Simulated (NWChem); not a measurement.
Molecule: C3H6Se; SMILES C=C[Se]C

```xyz
10

C     -0.1083    -2.4149     0.1002
C     -0.5830    -1.1982    -0.1769
Se     0.4521     0.3846    -0.1494
C     -1.0044     1.6481     0.0837
H      0.9214    -2.5806     0.4303
H     -0.7479    -3.2954    -0.0065
H     -1.6216    -1.0590    -0.4989
H     -1.7421     1.5372    -0.7229
H     -0.5636     2.6524     0.0263
H     -1.4845     1.5189     1.0625
```
Atoms are numbered in this order, from 1.

Level: PBE0/def2-SVP (NWChem), optimised geometry, unscaled harmonic frequencies. This build's default masses of Se (78.918 u) and Br (79.917 u) are each other's, which moves their modes by up to 0.6 %.

```json
[
 {"frequency (cm⁻¹)": "60", "IR intensity (km/mol)": "1.7"},
 {"frequency (cm⁻¹)": "133", "IR intensity (km/mol)": "0.2"},
 {"frequency (cm⁻¹)": "180", "IR intensity (km/mol)": "0.2"},
 {"frequency (cm⁻¹)": "355", "IR intensity (km/mol)": "0.8"},
 {"frequency (cm⁻¹)": "574", "IR intensity (km/mol)": "16.4"},
 {"frequency (cm⁻¹)": "617", "IR intensity (km/mol)": "4.5"},
 {"frequency (cm⁻¹)": "630", "IR intensity (km/mol)": "2.8"},
 {"frequency (cm⁻¹)": "908", "IR intensity (km/mol)": "4.7"},
 {"frequency (cm⁻¹)": "911", "IR intensity (km/mol)": "32.7"},
 {"frequency (cm⁻¹)": "918", "IR intensity (km/mol)": "14.5"},
 {"frequency (cm⁻¹)": "989", "IR intensity (km/mol)": "28.2"},
 {"frequency (cm⁻¹)": "1017", "IR intensity (km/mol)": "5.1"},
 {"frequency (cm⁻¹)": "1263", "IR intensity (km/mol)": "11.8"},
 {"frequency (cm⁻¹)": "1301", "IR intensity (km/mol)": "2.0"},
 {"frequency (cm⁻¹)": "1393", "IR intensity (km/mol)": "6.3"},
 {"frequency (cm⁻¹)": "1436", "IR intensity (km/mol)": "9.9"},
 {"frequency (cm⁻¹)": "1449", "IR intensity (km/mol)": "13.1"},
 {"frequency (cm⁻¹)": "1677", "IR intensity (km/mol)": "46.3"},
 {"frequency (cm⁻¹)": "3073", "IR intensity (km/mol)": "16.1"},
 {"frequency (cm⁻¹)": "3161", "IR intensity (km/mol)": "1.5"},
 {"frequency (cm⁻¹)": "3185", "IR intensity (km/mol)": "3.2"},
 {"frequency (cm⁻¹)": "3192", "IR intensity (km/mol)": "1.6"},
 {"frequency (cm⁻¹)": "3198", "IR intensity (km/mol)": "1.3"},
 {"frequency (cm⁻¹)": "3265", "IR intensity (km/mol)": "1.7"}
]
```

The zero-point energy is 49.8 kcal/mol, the thermal correction to the enthalpy at 298.15 K (with zero-point energy) is 54.2 kcal/mol and the heat capacity Cv is 19.2 cal/(mol K). The entropy at 298.15 K and 1 atm (symmetry number 1) is 78.8 cal/(mol K). The dipole moment comes out as 1.37 D.

Rigid rotor and harmonic oscillator; modes under 100 cm⁻¹ make the entropy uncertain.
